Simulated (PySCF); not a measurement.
GaClBr₂, SMILES [Cl][Ga]([Br])[Br]. Atoms are numbered in the order given.

```xyz
4

Ga     0.0000     0.0000     0.3579
Cl     0.0000     0.0000     2.4988
Br     0.0000     1.9825    -0.7654
Br     0.0000    -1.9825    -0.7654
```
Charge 0, spin multiplicity 1.

Geometry: B3LYP-D3(BJ)/def2-SVP.

Computed with B3LYP/pcSseg-1 (PySCF).

GIAO shieldings, no solvent; atoms alike by connectivity are averaged. δ = σ(ref) − σ: ³⁵Cl against HCl (σ = 933.3 ppm), references at their B3LYP-D3(BJ)/def2-TZVP geometries, non-relativistic (without spin–orbit terms, shifts of atoms bonded to Cl or Br come out too high).

Computed chemical shifts:
| nucleus | atoms | count | δ (ppm) |
|---|---|---|---|
| ³⁵Cl | Cl2 | 1 | 185.5 |
